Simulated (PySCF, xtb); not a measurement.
GeH₂, SMILES [GeH2] (connectivity only; charge and spin as stated), neutral, multiplicity 1.

GFN2-xTB in xtb 6.7.1 at its own geometry gives an orbital gap of 2.91 eV and a dipole moment of 1.70 D.

Geometry optimised at B3LYP-D3(BJ)/def2-TZVPD. The isomer is the one that the SMILES or the coordinates give; other isomers of the formula were not compared.

**Question.** What does B3LYP/def2-TZVPD (PySCF) give? (The exact figures need the calculation; the answer reports its results.)

**Answer.** gap 3.45 eV (levels -6.77 and -3.32 eV), dipole 0.28 D.
